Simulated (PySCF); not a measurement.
Compound: C4H2F2O2.
SMILES with atom numbers: `[F:1][C:2]1=[CH:3][O:4][C:5]([F:6])=[CH:7][O:8]1` (hydrogens: H9 on C3; H10 on C7)

Structure optimised with GFN2-xTB, isolated species.

Entries marked ? are missing. Bonds in one row agree within 0.01 Å.

| coordinate | value |
| --- | --- |
| F1–C2, C5–F6 | ? |
| C2=C3, C5=C7 | ? |
| C3–O4, C7–O8 | ? |
| C2–O8, O4–C5 | ? |
| C3–H9, C7–H10 | 1.073 Å |
| F1–C2–C3 | 122.0° |
| F1–C2–O8 | 111.5° |
| C3–C2–O8 | ? |
| C2–C3–O4 | ? |
| C3–O4–C5 | 111.3° |
| O4–C5–C7 | ? |

Question: Fill in the missing values.

Answer: 
- F1–C2, C5–F6 = 1.328 Å, drawn single (vinyl fluorine to vinylic C–F carbon); 0.03 Å above the sum of covalent radii, 1.30 Å.
- C2=C3, C5=C7 = 1.323 Å, drawn double (vinylic C–F carbon to vinylic carbon bearing oxygen); 0.14 Å below the sum of covalent radii, 1.46 Å.
- C3–O4, C7–O8 = 1.397 Å, drawn single (vinylic carbon bearing oxygen to cyclic ether oxygen); 0.01 Å above the sum of covalent radii, 1.39 Å.
- C2–O8, O4–C5 = 1.365 Å, drawn single (vinylic C–F carbon to cyclic ether oxygen); 0.02 Å below the sum of covalent radii, 1.39 Å.
- C3–C2–O8 = 126.5°, at the vinylic C–F carbon, inside a 6-membered ring; the outer atoms are 2.401 Å apart.
- C2–C3–O4 = 122.2°, at the vinylic carbon bearing oxygen, inside a 6-membered ring; the outer atoms are 2.381 Å apart.
- O4–C5–C7 = 126.5°, at the vinylic C–F carbon, inside a 6-membered ring; the outer atoms are 2.401 Å apart.

Radii are Cordero's, carbon taken as 0.76, 0.73 or 0.69 Å for four, three, and two or fewer neighbours.

No frequency check.

The numbers are calculated, not measured.
